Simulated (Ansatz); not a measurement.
`[SiH3]C=C=C[SiH3]` + `C[O][Ga]([OH])[Br]` → `C[O][Ga]([Br])[O][SiH3]` + `C=C=C[SiH3]`  (ligand exchange at the Si–C bond)

Isolated molecules relaxed with PBE0-D4/def2-TZVP in Ansatz; ΔE leaves out vibrations. CCSD(T)/CBS is the MP2 limit (def2-TZVPP, def2-QZVPP) plus CCSD(T) − MP2 in def2-TZVPP, frozen cores. Functionals use def2-TZVPP. HSE06 is defined as in plane-wave codes. For Br, Ga outer-core shells are correlated without core-valence functions, which leaves a few kJ/mol of doubt a bond. Scalar relativity is left out up to krypton. Each species was taken in one conformer, which may not be the lowest.

CCSD(T)/CBS gives -0.86 eV.

(1) Another level gave -0.76 eV. Which?
A. HF/def2-TZVPP
B. r2SCAN-D4/def2-TZVPP
C. CCSD/def2-TZVPP
D. HSE06/def2-TZVPP

Largest T1 diagnostic among the species: 0.013.

Answers

(1) D. HSE06 -0.76, CCSD/def2-TZVPP -0.91, HF/def2-TZVPP -1.08, r2SCAN-D4 -0.82 eV.

Leaving LDA and LC-ωPBE aside and taking each functional with its dispersion term where it has one, the values, not all of them listed here, spread over 0.30 eV, from BHLYP-D4 to revPBE-D4. From PBE to PBE0 (25 % exact exchange), in def2-TZVPP and without D4, ΔE moves by −0.07 eV. In def2-TZVPP, CCSD(T) changes the Hartree–Fock value by +0.21 eV (the triples alone add +0.04 eV) and MP2 by +0.24 eV.
